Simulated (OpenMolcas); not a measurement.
## 5d³ along the 71-electron sequence

```json
{
 "Program": "OpenMolcas 26.06",
 "Method": "CASSCF",
 "Basis": "ANO-RCC-VTZP",
 "Scalar Hamiltonian": "DKH2, point nucleus",
 "Spin-orbit coupling": "RASSI with atomic mean-field integrals over the reference wave functions, term energies averaged over their components"
}
```

Active space for each ion: 3 electrons in 10 orbitals (5d 6d).

Computed levels in cm-1 above ⁴F_3/2:

```json
{"Level": "⁴F_5/2", "Re4+": "4607", "Os5+": "6151", "Ir6+": "7984", "Pt7+": "9938"}
{"Level": "⁴F_7/2", "Re4+": "8904", "Os5+": "11454", "Ir6+": "14362", "Pt7+": "17327"}
{"Level": "⁴P_1/2", "Re4+": "16941", "Os5+": "19233", "Ir6+": "21896", "Pt7+": "24616"}
{"Level": "²G_7/2", "Re4+": "21097", "Os5+": "24737", "Ir6+": "29031", "Pt7+": "33517"}
{"Level": "²H_9/2", "Re4+": "21723", "Os5+": "25510", "Ir6+": "30065", "Pt7+": "34878"}
{"Level": "⁴P_5/2", "Re4+": "23147", "Os5+": "27094", "Ir6+": "31619", "Pt7+": "36163"}
{"Level": "²P_1/2", "Re4+": "27819", "Os5+": "32499", "Ir6+": "37912", "Pt7+": "43451"}
{"Level": "²H_11/2", "Re4+": "29647", "Os5+": "34575", "Ir6+": "40259", "Pt7+": "46046"}
{"Level": "²D_5/2(1)", "Re4+": "32543", "Os5+": "37956", "Ir6+": "44139", "Pt7+": "50396"}
{"Level": "weight of ⁴F in the lowest level (%)", "Re4+": "89", "Os5+": "86", "Ir6+": "83", "Pt7+": "80"}
```

Mixed levels, with the weight of the term that names them: Re4+ ²H_9/2 (57 %), Os5+ ⁴P_1/2 (75 %), Os5+ ²H_9/2 (58 %), Os5+ ²P_1/2 (75 %), Ir6+ ⁴P_1/2 (73 %), Ir6+ ²H_9/2 (57 %), Ir6+ ²P_1/2 (73 %), Pt7+ ⁴P_1/2 (71 %), Pt7+ ²H_9/2 (56 %), Pt7+ ²P_1/2 (71 %).

Measured, with the error of the calculation in %. Measured levels: Re4+ from the list in Brasseur, Gamrath and Quinet, At. Data Nucl. Data Tables 157, 101636 (2024); Os5+ from the list in Brasseur, Palmeri and Quinet, Atoms 13, 11 (2025).

| Level | Re4+ | Os5+ |
| --- | --- | --- |
| ⁴F_5/2 | 4853 (-5.1) | 6397 (-3.9) |
| ⁴F_7/2 | 8973 (-0.8) | 11444 (+0.1) |
| ⁴P_1/2 | 14325 (+18.3) | 16772 (+14.7) |
| ²G_7/2 | 19013 (+11.0) | 22920 (+7.9) |
| ²H_9/2 | 19967 (+8.8) | 24028 (+6.2) |
| ⁴P_5/2 | 20922 (+10.6) | 24828 (+9.1) |
| ²P_1/2 | 23669 (+17.5) | 28860 (+12.6) |
| ²H_11/2 | 27077 (+9.5) | 32156 (+7.5) |
| ²D_5/2(1) | 28739 (+13.2) | 34418 (+10.3) |

The fine-structure level ⁴F_7/2 changes by a factor of 1.95 from Re4+ to Pt7+. Its fourth root runs 9.71, 10.35, 10.95, 11.47, with steps per unit of Z of 0.63, 0.60, 0.53; equal steps would mean a (Z - σ)^4 law with constant σ.

⁴P_1/2 changes by a factor of 1.45 over the same range, with steps per unit of Z of +2290, +2660, +2720 cm-1.

Without dynamic correlation excited terms often stand tens of per cent too high (terms of higher spin than the ground term too low), and those without a measured partner can miss by more than the paired ones. Active for correlation alone: 6d; no level in the range computed is led by a configuration that fills it, so any true level of that kind is missing. Measured partners are found by configuration, term and J. A level has none where our copy of the source lacks it or the pairing is in doubt (some pairs that miss far off the trend of their configuration count as doubtful), and it then counts in no deviation. Levels of configurations outside the active space are missing.

A number in round brackets counts repeated terms of one configuration in the order of the reference energies.
